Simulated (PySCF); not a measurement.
**Electron correlation in Sb (antimony, neutral)**

[Kr] 4d10 5s2 5p2 5d1, one real determinant (an excited configuration). All numbers are calculated (PySCF 2.14, scalar relativity by spin-free X2C-1e, in aug-cc-pVQZ-DK3). Frozen: [Kr] 4d10; 5 electrons correlated.

```
  level  correlation energy (mhartree)
   CCSD                         -81.47
    (T)                         -10.35
CCSD(T)                         -91.82
```

Diagnostics: T1 = 0.050, D1 = 0.1555, largest double amplitude 0.544.

Problem. Is a single reference adequate?

Solution. Not fully. The real determinant used has ⟨L²⟩ near 8 against 12 for a pure F term, so it mixes terms. The outer electron is Rydberg-like, and this basis confines it to a smaller radius and binds it less than a complete one would. T1 exceeds 0.03, a sign that the reference determinant is poor. A double-excitation amplitude exceeds 0.15, a sign of near-degeneracy.

The reference is one real determinant that mixes LS terms of this configuration.
